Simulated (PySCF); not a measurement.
CH₃F₃OSn, SMILES C[O][Sn]([F])([F])[F].

The structure is a stationary point at PBE0-D3(BJ)/def2-SVP. The structure was generated by enumeration; whether it is a known compound was not checked. The def2 effective core potentials stand for the cores of Sn; spin–orbit coupling is left out. Other conformers were not sampled.

All values below come from TDDFT-PBE0/def2-SVPD run with PySCF.

Vertical excitations.  State labels are in the subgroup Cs.

Computed lowest excited states:
```
state  symmetry  energy (eV)  λ (nm)      f                                              main pairs
-----  --------  -----------  ------  -----  ------------------------------------------------------
S1           A"         4.34     285  0.005                                          HOMO→LUMO 99 %
S2           A'         5.36     231  0.096                                        HOMO−1→LUMO 97 %
S3           A"         6.77     183  0.001                                        HOMO−2→LUMO 88 %
S4           A"         6.89     180  0.007                      HOMO−3→LUMO 75 %, HOMO−5→LUMO 17 %
S5           A'         6.92     179  0.008                      HOMO−4→LUMO 68 %, HOMO−6→LUMO 29 %
S6           A'         7.10     175  0.033                      HOMO−6→LUMO 67 %, HOMO−4→LUMO 26 %
S7           A"         7.13     174  0.043                      HOMO−5→LUMO 77 %, HOMO−3→LUMO 12 %
S8           A'         7.23     171  0.057                                        HOMO−7→LUMO 95 %
S9           A"         7.95     156  0.009                                        HOMO→LUMO+1 98 %
S10          A'         8.34     149  0.029  HOMO−8→LUMO 55 %, HOMO→LUMO+2 26 %, HOMO−1→LUMO+1 10 %
T1           A"         3.93     316      0                                          HOMO→LUMO 97 %
T2           A'         4.42     280      0                                        HOMO−1→LUMO 96 %
T3           A"         6.37     195      0                                        HOMO−2→LUMO 92 %
T4           A"         6.41     193      0                                        HOMO−3→LUMO 88 %
```
Triplets are in the Tamm–Dancoff approximation, which puts them higher than full response would, so one can lie above its singlet here.
